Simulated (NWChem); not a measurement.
C₄H₄O₂; SMILES C1=COCC1=O

```xyz
10

O     -0.0444     2.0815     0.0000
C      0.0390     0.8665     0.0000
C      1.2090    -0.0112     0.0000
C      0.7513    -1.2815     0.0000
O     -0.5910    -1.4322     0.0000
C     -1.1584    -0.1046     0.0000
H      2.2409     0.3083     0.0000
H      1.2989    -2.2175     0.0000
H     -1.7804     0.0101    -0.8925
H     -1.7804     0.0101     0.8925
```
Atoms are numbered in this order, from 1.

Level: B3LYP/6-31G* (spherical d) (NWChem), optimised geometry, unscaled harmonic frequencies. B3LYP is NWChem's, with the RPA form of VWN correlation.

Task: List the harmonic frequencies with IR intensities, and the thermochemistry.

Result: 
```tsv
frequency (cm⁻¹)	IR intensity (km/mol)
180	9.0
393	8.1
452	8.8
600	7.9
637	4.6
795	35.4
823	14.9
856	2.0
964	1.8
977	49.2
993	1.9
1072	36.0
1149	36.5
1208	3.7
1244	109.5
1321	5.5
1402	25.4
1490	9.1
1635	134.5
1817	308.7
3093	5.1
3145	6.3
3249	6.0
3290	0.3
```

zero-point energy: 46.9 kcal/mol
thermal correction to the enthalpy at 298.15 K (with zero-point energy): 50.4 kcal/mol
heat capacity Cv: 17.0 cal/(mol K)
entropy at 298.15 K and 1 atm (symmetry number 1): 71.1 cal/(mol K)
dipole moment: 2.81 D

Rigid rotor and harmonic oscillator.
